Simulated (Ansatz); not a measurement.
C$_{2}$H$_{7}$FSSi, SMILES `CC(F)S[SiH3]`, relaxed with RKS PBE-D4/def2-SVP in the Gaussian-basis code of Ansatz from a rough embedded geometry. The force threshold is 0.03 eV/Å; the program also tests the step.

Total charge 0; spin multiplicity 1.

Start:

```xyz
12

C    -1.194   -1.036    0.605
C    -0.297   -1.008   -0.549
F     0.924   -1.357   -0.137
S    -0.171    0.587   -1.419
Si    1.165    1.731   -0.259
H    -0.854   -0.312    1.449
H    -1.214   -2.005    1.099
H    -2.199   -0.720    0.376
H    -0.622   -1.791   -1.235
H     2.530    1.118   -0.387
H     0.740    1.689    1.193
H     1.192    3.103   -0.736
```

```tsv
step	energy (eV)	largest force (eV/Å)	largest move (Å)
1	-23594.2211	2.903	0.000
2	-23594.5211	1.267	0.192
3	-23594.6110	0.373	0.115
4	-23594.6167	0.088	0.017
5	-23594.6178	0.029	0.015
```

End:

```xyz
12

C    -1.206   -1.000    0.661
C    -0.287   -1.018   -0.542
F     0.991   -1.381   -0.138
S    -0.234    0.599   -1.459
Si    1.186    1.669   -0.226
H    -0.869   -0.250    1.403
H    -1.208   -1.999    1.145
H    -2.240   -0.751    0.355
H    -0.626   -1.750   -1.308
H     2.587    1.147   -0.353
H     0.784    1.662    1.224
H     1.123    3.071   -0.761
```

It took 8.5 s on 4 threads of an Arm Neoverse V1 on a shared host, with 0.16 GiB of host memory at the peak.
